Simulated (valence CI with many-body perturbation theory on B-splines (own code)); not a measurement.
**E1 transitions of Lu XLI**

Method: configuration interaction combined with many-body perturbation theory (CI+MBPT): three valence electrons over a frozen Dirac-Fock core [Ar] 3d10, radial functions for each j: 11 s, 11 p, 10 d, 8 f, 5 g, 2 h, with the one-electron correlation potential Σ1 (screened to all orders), the two-electron term Σ2, the three-electron term Σ3, Breit, model QED; selected single and double excitations, second order for the rest, scaled by the run's own slope (own B-spline code, finite nucleus).

The last digits are not significant, and no measured levels were compared; by estimate large intervals hold to a few tenths of a per cent, small ones and those within an open d or f shell to about a per cent.

Lines 51 to 100 of 539 in falling wavelength, among levels below 736.34 eV, chosen from the strongest by gf and those to the six lowest levels. Wavelengths and rates use the calculated energies. Electric multipoles are in the length gauge, E1 and E2 with the static RPA response of the core. Weak lines are less certain than strong ones. Lines between different terms over intervals too small for the method are left out, as are lines whose strength nearly cancels. Where a level lies close to another of its J and parity, the split of strength between their lines is uncertain. The highest levels of a list are the least certain.

Levels are named by their leading jj configuration (3d3/2^4 stands for four electrons in 3d with j = 3/2), which in mixed levels can hold well under half, so a name can repeat and another be missing. Letters in brackets count levels of one name in rising energy.

```tsv
λ vac (Å)	Upper	Lower	A (s⁻¹)	log gf	Branch %
77.95	(4s 4d5/2 4f7/2) J=7/2	(4s 4p3/2 4f7/2) J=5/2	1.62e+11	0.07	34.0
77.61	(4s 4d5/2 4f7/2) J=13/2	(4s 4p3/2 4f7/2) J=11/2	2.78e+11	0.55	100.0
77.52	(4p1/2 4d3/2 4d5/2) J=5/2 [a]	(4p1/2 4p3/2 4d3/2) J=3/2 [a]	6.46e+10	-0.46	21.8
77.14	(4p1/2 4d3/2 4d5/2) J=7/2 [a]	(4p1/2 4p3/2 4d3/2) J=7/2	4.71e+10	-0.47	22.3
77.09	(4p1/2 4p3/2 4f7/2) J=5/2 [c]	(4p1/2 4p3/2 4d5/2) J=7/2 [c]	9.30e+10	-0.30	17.0
77.04	(4p1/2 4p3/2 4f7/2) J=9/2 [b]	(4p1/2 4p3/2 4d5/2) J=7/2 [c]	4.88e+11	0.64	78.8
76.89	(4s 4d3/2 4d5/2) J=7/2 [a]	(4s 4p3/2 4d3/2) J=5/2 [a]	6.05e+10	-0.37	9.4
76.85	(4p1/2 4p3/2 4f7/2) J=7/2 [c]	(4p1/2 4p3/2 4d5/2) J=5/2 [c]	6.51e+11	0.66	68.5
76.84	(4p1/2^2 4d5/2) J=5/2	(4p1/2^2 4p3/2) J=3/2	1.63e+11	-0.06	62.6
76.73	(4s 4p1/2 4f7/2) J=5/2	(4s 4p1/2 4d5/2) J=3/2	1.17e+11	-0.21	33.4
76.67	(4s 4p1/2 4d3/2) J=1/2	(4s 4p1/2 4p3/2) J=3/2 [a]	8.26e+09	-1.84	0.8
76.60	(4p3/2 4d5/2^2) J=11/2	(4s 4p3/2 4f7/2) J=9/2 [a]	1.27e+11	0.13	60.0
76.58	(4p1/2 4p3/2 4f7/2) J=5/2 [c]	(4p1/2 4p3/2 4d5/2) J=3/2 [b]	2.34e+11	0.09	42.9
76.57	(4s 4d3/2 4f7/2) J=3/2	(4s 4d3/2 4d5/2) J=1/2	1.09e+11	-0.42	11.9
76.52	(4p1/2 4d3/2 4d5/2) J=7/2 [a]	(4p1/2 4p3/2 4d3/2) J=5/2	9.40e+10	-0.18	44.4
76.48	(4s 4p3/2 4f7/2) J=3/2	(4s 4p3/2 4d5/2) J=1/2	2.18e+11	-0.12	27.9
76.44	(4p1/2^2 4f7/2) J=7/2	(4p1/2^2 4d5/2) J=5/2	1.32e+11	-0.03	53.8
76.43	(4s 4d3/2 4d5/2) J=9/2	(4s 4p3/2 4d3/2) J=7/2	3.46e+10	-0.52	6.2
76.38	(4s 4p1/2 4d3/2) J=3/2 [b]	(4s 4p1/2 4p3/2) J=3/2 [a]	1.16e+10	-1.39	1.2
76.31	(4p1/2 4p3/2 4f7/2) J=3/2	(4p1/2 4p3/2 4d5/2) J=1/2	3.00e+11	0.02	47.2
76.28	(4s 4d3/2 4d5/2) J=5/2 [a]	(4s 4p3/2 4d3/2) J=3/2 [a]	6.82e+10	-0.45	9.3
76.27	(4p1/2 4d5/2^2) J=1/2	(4p1/2 4p3/2 4d5/2) J=3/2 [b]	3.89e+11	-0.17	70.2
76.24	(4p1/2 4d5/2^2) J=3/2	(4p1/2 4p3/2 4d5/2) J=3/2 [a]	1.31e+11	-0.34	23.8
76.22	(4s 4d5/2 4f7/2) J=11/2 [a]	(4p3/2^2 4d5/2) J=9/2	1.62e+11	0.23	38.4
76.17	(4p1/2 4d5/2^2) J=7/2	(4s 4p1/2 4f7/2) J=5/2	5.78e+10	-0.40	13.9
76.15	(4p1/2 4d5/2^2) J=9/2	(4p1/2 4p3/2 4d5/2) J=7/2 [a]	4.53e+10	-0.41	17.0
76.13	(4s 4p3/2 4f5/2) J=7/2 [c]	(4s 4p3/2 4d5/2) J=5/2 [b]	5.78e+10	-0.40	3.7
76.12	(4p1/2 4p3/2 4d5/2) J=3/2 [b]	(4p1/2 4p3/2^2) J=1/2	2.10e+11	-0.14	37.7
76.02	(4p1/2 4d3/2 4d5/2) J=3/2 [a]	(4p1/2 4p3/2 4d3/2) J=3/2 [a]	1.54e+11	-0.27	33.8
75.99	(4p1/2 4p3/2 4f7/2) J=9/2 [a]	(4p1/2 4p3/2 4d5/2) J=9/2	4.81e+10	-0.38	8.9
75.97	(4p1/2 4p3/2 4f7/2) J=5/2 [a]	(4p1/2 4p3/2 4d5/2) J=3/2 [a]	1.24e+11	-0.19	20.6
75.94	(4p1/2 4p3/2 4f7/2) J=3/2	(4p1/2 4p3/2 4d5/2) J=3/2 [b]	9.48e+10	-0.48	14.9
75.91	(4p3/2 4d3/2 4d5/2) J=5/2 [c]	(4p3/2^2 4d3/2) J=3/2 [b]	1.20e+11	-0.21	12.1
75.87	(4s 4p3/2 4f7/2) J=5/2	(4s 4p3/2 4d5/2) J=5/2 [a]	1.06e+11	-0.26	27.4
75.77	(4s 4p3/2 4f5/2) J=5/2 [c]	(4s 4p3/2 4d3/2) J=5/2 [b]	9.77e+10	-0.30	7.9
75.75	(4s 4d3/2 4d5/2) J=7/2 [b]	(4s 4p3/2 4d3/2) J=7/2	8.67e+10	-0.22	11.3
75.75	(4p1/2 4p3/2 4d5/2) J=1/2	(4p1/2 4p3/2^2) J=1/2	3.61e+11	-0.21	60.3
75.73	(4p1/2 4d3/2 4d5/2) J=9/2	(4p1/2 4p3/2 4d3/2) J=7/2	8.97e+10	-0.11	54.0
75.72	(4s 4d5/2 4f5/2) J=3/2 [a]	(4s 4p3/2 4f5/2) J=1/2	1.29e+11	-0.35	17.2
75.71	(4p1/2 4p3/2 4f7/2) J=9/2 [a]	(4p1/2 4p3/2 4d5/2) J=7/2 [b]	4.04e+11	0.54	74.8
75.70	(4p1/2 4p3/2 4f7/2) J=11/2	(4p1/2 4p3/2 4d5/2) J=9/2	2.82e+11	0.46	79.8
75.70	(4s 4p1/2 4d5/2) J=7/2	(4s 4p1/2 4p3/2) J=5/2	1.83e+11	0.10	93.5
75.69	(4p1/2 4p3/2 4f7/2) J=7/2 [b]	(4p1/2 4p3/2 4d5/2) J=5/2 [b]	1.18e+11	-0.09	16.0
75.68	(4p1/2 4d3/2 4d5/2) J=1/2	(4p1/2 4p3/2 4d3/2) J=1/2 [a]	2.50e+11	-0.37	62.8
75.62	(4p3/2 4d5/2^2) J=9/2	(4s 4p3/2 4f5/2) J=7/2 [b]	8.65e+10	-0.13	11.0
75.57	(4s 4d5/2 4f5/2) J=7/2 [b]	(4s 4p3/2 4f5/2) J=5/2 [b]	1.94e+11	0.12	17.7
75.56	(4p1/2 4p3/2 4f7/2) J=5/2 [b]	(4p1/2 4p3/2 4d5/2) J=5/2 [b]	2.65e+11	0.13	48.2
75.55	(4p3/2 4d3/2 4d5/2) J=7/2 [a]	(4s 4d3/2 4d5/2) J=5/2 [a]	7.69e+10	-0.28	9.8
75.53	(4p1/2 4d3/2 4d5/2) J=7/2 [b]	(4s 4p1/2 4f5/2) J=5/2 [b]	6.26e+10	-0.37	8.0
75.50	(4p1/2 4d3/2 4d5/2) J=5/2 [a]	(4p1/2 4p3/2 4d3/2) J=5/2	1.27e+11	-0.19	42.9
```
